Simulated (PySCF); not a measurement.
## Where the electron goes

Compound: C6H11BO2.
Atom-mapped SMILES: `[CH2:1]=[CH:2][CH2:3][C@@H:4]1[CH2:5][CH2:6][O:7][BH:8][O:9]1` (hydrogens: H10, H11 on C1; H12 on C2; H13, H14 on C3; H15 on C4; H16, H17 on C5; H18, H19 on C6; H20 on B8)

The calculation used PySCF 2.14.0, density-fitted response routines, TDDFT CAM-B3LYP/def2-SVPD, vertical, gas phase, core orbitals frozen in the response. Geometry: PBE0-D3(BJ)/def2-SVP, one conformer, isolated molecule.

Kohn–Sham orbitals with the atoms that hold most of them (Löwdin shares over 4%, at most four atoms; ? is withheld):

| orbital | ε (eV) | atoms |
| --- | --- | --- |
| LUMO+2 | 1.54 | O7 13%, O9 13%, B8 11%, H16 10% |
| LUMO+1 | 1.19 | C2 18%, C1 17%, B8 15%, H19 5% |
| LUMO | 0.95 | ? |
| HOMO | -9.05 | C1 36%, C2 32%, C3 8%, C4 5% |
| HOMO-1 | -9.89 | ? |
| HOMO-2 | -10.15 | O9 23%, O7 21%, C5 14%, C4 10% |
| HOMO-3 | -10.64 | O7 22%, C5 12%, B8 10%, C6 10% |

Give the leading atoms of the LUMO.

C1 (bonded to C and 2 H) 18%; B8 (bonded to 2 O and H) 18%; C2 (bonded to 2 C and H) 16%; C5 (bonded to 2 C and 2 H) 5%. By element: carbon 39% or more, boron 18%.

Give the leading atoms of the HOMO-1.

O7 (bonded to B and C) 32%; O9 (bonded to B and C) 31%; C6 (bonded to C, O and 2 H) 7%; C4 (bonded to 2 C, O and H) 6%. By element: oxygen 63%, carbon 14% or more.

How does S1 compare with the orbital gap of 10.00 eV?

S1 is at 7.32 eV (f = 0.381), 2.68 eV below the gap, made of HOMO→LUMO (73%), HOMO→LUMO+3 (10%), HOMO→LUMO+1 (9%). 

Next come S2 at 7.43 eV (f 0.139), HOMO→LUMO+1 (49%), HOMO→LUMO+3 (32%), HOMO→LUMO+4 (11%); S3 at 7.83 eV (f 0.013), HOMO→LUMO+2 (33%), HOMO-1→LUMO (12%), HOMO-1→LUMO+1 (11%); S4 at 7.90 eV (f 0.013), HOMO→LUMO+4 (25%), HOMO-1→LUMO (15%), HOMO→LUMO+5 (15%); S5 at 8.02 eV (f 0.0017), HOMO-2→LUMO+2 (18%), HOMO-1→LUMO (17%), HOMO-2→LUMO+1 (14%).

Löwdin shares depend on the basis, the more so with diffuse functions.
